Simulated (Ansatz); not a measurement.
One change: `N[Si](F)([SiH3])Cl` becomes `N[Si](O)(F)Cl`.

Ansatz, PBE0-D4/def2-TZVP geometries, multiplicity 1. Each molecule was computed in one conformer, which needn't be the lowest.

```csv
property,`N[Si](F)([SiH3])Cl`
HOMO energy (B3LYP/def2-TZVPP) / eV,-7.87
HOMO–LUMO gap (PBE/def2-TZVPP) / eV,5.60
LUMO energy (ωB97M-V/def2-TZVPP) / eV,1.55
LUMO energy (PBE/def2-TZVPP) / eV,-1.10
HOMO–LUMO gap (PBE0/def2-TZVPP) / eV,7.87
size of the dipole moment (ωB97M-V/def2-TZVPP) / D,2.34
```

Question: What does the change do to each property? (An estimate is asked.)

Answer: Computed: 
| property | `N[Si](O)(F)Cl` | shift |
| --- | --- | --- |
| HOMO energy (B3LYP/def2-TZVPP) / eV | -8.07 | -0.20 |
| HOMO–LUMO gap (PBE/def2-TZVPP) / eV | 6.37 | 0.77 |
| LUMO energy (ωB97M-V/def2-TZVPP) / eV | 1.90 | 0.35 |
| LUMO energy (PBE/def2-TZVPP) / eV | -0.43 | 0.67 |
| HOMO–LUMO gap (PBE0/def2-TZVPP) / eV | 8.80 | 0.93 |
| size of the dipole moment (ωB97M-V/def2-TZVPP) / D | 3.10 | 0.76 |

With PBE0 the HOMO falls by 0.23 eV and the LUMO rises by 0.70 eV, so the gap widens by about 0.93 eV. PBE moves the HOMO by -0.09 eV and ωB97M-V by -0.44 eV. The zero-point energy changes by -26.4 kJ/mol with -6 modes. Dipoles are sizes alone; their direction can turn.

B3LYP here is the variant with VWN-RPA as its local correlation; programs differ in this.
